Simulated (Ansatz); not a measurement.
`C[N](C)[In]([SH])[N](C)C` + `CNC` → `C[N](C)[In]([N](C)C)[N](C)C` + H₂S  (ligand exchange at the In–S bond)

Program: Ansatz. Geometries: PBE0-D4/def2-TZVP. ΔE: electronic, gas phase. CBS: MP2 limit from def2 TZ/QZ plus the TZ coupled-cluster correction, frozen cores. This one scheme is used for every species. Functionals use def2-TZVPP. def2 core potentials past Kr. For In outer-core shells are correlated without core-valence functions, which leaves a few kJ/mol of doubt a bond. Each species was taken in one conformer, which may not be the lowest.

| level | ΔE (kJ/mol) |
| --- | --- |
| CAM-B3LYP | 103.8 |
| MP2/def2-TZVPP | 93.7 |

What does CCSD(T)/CBS give? (An estimate is asked.)

The calculation gave: +93.4 kJ/mol. The listed levels differ from it by 10.4, 0.3 kJ/mol.

Largest T1 diagnostic among the species: 0.014.

The D4 term adds −9.9 kJ/mol with B3LYP and −6.2 kJ/mol with PBE0; it sums over pairs of atoms, weighted by their polarisabilities, and B3LYP, whose exchange is more repulsive, gets the larger term. From PBE to PBE0 (25 % exact exchange), in def2-TZVPP and without D4, ΔE moves by +4.9 kJ/mol.

B3LYP here is the variant with VWN-RPA as its local correlation; programs differ in this.
